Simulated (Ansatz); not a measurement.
Geometry optimisation, RKS B3LYP-D4/def2-SVP in Ansatz.

The input (input.yaml):

```yaml
crystal:
  periodic: [false, false, false]
  atoms:
    - { symbol: "N", position_ang: [0.9371, -1.4682, 1.2176] }
    - { symbol: C, position_ang: [0.4043, -0.5448, 0.6294] }
    - { symbol: In, position_ang: [-0.4269, 0.755, -0.5067] }
    - { symbol: F, position_ang: [-1.41597, 1.20687, 0.5767] }
    - { symbol: H, position_ang: [0.5712, 0.63176, -1.22436] }
basis:
  gaussian: { orbitals: def2-SVP }
hamiltonian:
  xc: b3lyp
  dispersion: d4
relax:
  f_tol: 0.015
  max_steps: 40
```

Launched with:

```bash
$ ansatz run input.yaml --threads 1 --pin off --max-ram 2048MiB --backend cpu --events-out ev --progress --plain --runs-dir out
```

Question: Where does it end, and by what steps?

Answer: It converged. After 9 steps the energy has fallen by 8.825 eV; H5 moved furthest, 0.86 Å. The start is strongly strained (largest force component 19 eV/Å).

| step | energy less start (eV) | largest force component (eV/Å) | accepted |
| --- | --- | --- | --- |
| 0 | 0.0000 | 19.155 | yes |
| 1 | -6.0635 | 5.618 | yes |
| 2 | -7.7841 | 2.390 | yes |
| 3 | -8.4849 | 0.634 | yes |
| 4 | -8.7178 | 0.326 | yes |
| 5 | -8.8058 | 0.213 | yes |
| 6 | -8.8145 | 0.919 | yes |
| 7 | -8.8246 | 0.118 | yes |
| 8 | -8.8250 | 0.071 | yes |
| 9 | -8.8251 | 0.011 | yes |

```xyz
5
Properties=species:S:1:pos:R:3
N 0.983 -1.773 1.578
C 0.567 -0.923 0.903
In -0.159 0.624 -0.365
F -1.714 1.488 0.458
H 0.393 1.164 -1.881
```

The run took 29 s on 1 thread of Arm Neoverse V2, on a shared host, peak memory 0.17 GiB.
